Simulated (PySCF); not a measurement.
A run for PySCF: D3(BJ) and D4 dispersion corrections on HCl (SMILES Cl).

```python
from pyscf import gto
from pyscf.dispersion import dftd3, dftd4

mol = gto.M(
    atom='''
    Cl   -0.00000000   -0.00000000    0.64100645
    H     0.00000000    0.00000000   -0.64100645
    ''',
    basis='def2-svp',
    charge=0, spin=0, verbose=0, max_memory=1800)
d3, d4 = {}, {}
for xc in ['hf', 'pbe', 'blyp', 'revpbe', 'tpss', 'r2scan', 'b3lyp', 'pbe0', 'bhlyp', 'camb3lyp', 'b2plyp']:
    d3[xc] = float(dftd3.DFTD3Dispersion(mol, xc=xc, version='d3bj', atm=False).get_dispersion()['energy'])
    print(f'D3(BJ) {xc:10s} {d3[xc]:14.8f} Eh')
for xc in ['hf', 'pbe', 'blyp', 'revpbe', 'tpss', 'r2scan', 'b3lyp', 'pbe0', 'bhlyp', 'camb3lyp', 'b2plyp']:
    d4[xc] = float(dftd4.DFTD4Dispersion(mol, xc={'camb3lyp': 'cam-b3lyp'}.get(xc, xc), atm=True).get_dispersion()['energy'])
    print(f'D4     {xc:10s} {d4[xc]:14.8f} Eh')
```

It printed:

```
D3(BJ) hf            -0.00407561 Eh
D3(BJ) pbe           -0.00032222 Eh
D3(BJ) blyp          -0.00069566 Eh
D3(BJ) revpbe        -0.00089935 Eh
D3(BJ) tpss          -0.00039380 Eh
D3(BJ) r2scan        -0.00007655 Eh
D3(BJ) b3lyp         -0.00056201 Eh
D3(BJ) pbe0          -0.00026233 Eh
D3(BJ) bhlyp         -0.00042957 Eh
D3(BJ) camb3lyp      -0.00022033 Eh
D3(BJ) b2plyp        -0.00024655 Eh
D4     hf            -0.00096014 Eh
D4     pbe           -0.00020816 Eh
D4     blyp          -0.00049598 Eh
D4     revpbe        -0.00085291 Eh
D4     tpss          -0.00028395 Eh
D4     r2scan        -0.00004655 Eh
D4     b3lyp         -0.00033778 Eh
D4     pbe0          -0.00016833 Eh
D4     bhlyp         -0.00022232 Eh
D4     camb3lyp      -0.00016479 Eh
D4     b2plyp        -0.00014225 Eh
```

The run finished.

Cost: about 0.05 core-seconds (a rough figure).
